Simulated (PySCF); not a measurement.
Arsenic: a sound run and one with changed settings

Sound run: As+ [Ar] 3d10 4s2 4p2, As(2+) [Ar] 3d10 4s2 4p1. All numbers are calculated (PySCF 2.14, scalar relativity through the core potential, in cc-pVDZ-PP with ECP10MDF). In the sound run the correlated levels freeze 3s2 3p6 3d10 outside the core potential. The sound run starts from symmetry-adapted Hartree-Fock orbitals and uses a fine grid where one is needed.

A second run was set up differently.

```json
{"species": "As+", "method": "UHF", "sound run (hartree)": "-330.85076", "changed run (hartree)": "-330.85076", "converged": "yes"}
{"species": "As+", "method": "PBE", "sound run (hartree)": "-332.03923", "changed run (hartree)": "-332.03923", "converged": "yes"}
{"species": "As+", "method": "r2SCAN", "sound run (hartree)": "-331.91947", "changed run (hartree)": "-331.91947", "converged": "yes"}
{"species": "As+", "method": "MP2", "sound run (hartree)": "-330.89306", "changed run (hartree)": "-330.87818", "converged": "yes"}
{"species": "As+", "method": "CCSD(T)", "sound run (hartree)": "-330.91006", "changed run (hartree)": "-330.91006", "converged": "yes"}
{"species": "As(2+)", "method": "UHF", "sound run (hartree)": "-330.19018", "changed run (hartree)": "-330.19018", "converged": "yes"}
{"species": "As(2+)", "method": "PBE", "sound run (hartree)": "-331.36149", "changed run (hartree)": "-331.36149", "converged": "yes"}
{"species": "As(2+)", "method": "r2SCAN", "sound run (hartree)": "-331.23291", "changed run (hartree)": "-331.23291", "converged": "yes"}
{"species": "As(2+)", "method": "MP2", "sound run (hartree)": "-330.22287", "changed run (hartree)": "-330.21125", "converged": "yes"}
{"species": "As(2+)", "method": "CCSD(T)", "sound run (hartree)": "-330.23867", "changed run (hartree)": "-330.23867", "converged": "yes"}
```

Ionisation energy of As+:

| method | sound run (eV) | changed run (eV) |
| --- | --- | --- |
| UHF | 17.975 | 17.975 |
| PBE | 18.442 | 18.442 |
| r2SCAN | 18.682 | 18.682 |
| MP2 | 18.237 | 18.148 |
| SCS-MP2 | 18.173 | 18.106 |
| CCSD | 18.263 | 18.263 |
| CCSD(T) | 18.269 | 18.269 |

What was changed?
A. too few SCF iterations
B. minimal basis
C. level shift left on
D. a valence shell is frozen

C. It used initial guess atom, at most 50 SCF cycles, level shift 0.5 hartree. A level shift leaves the converged SCF energy unchanged but raises the virtual orbital energies, which shrinks MP2 if it is not removed.
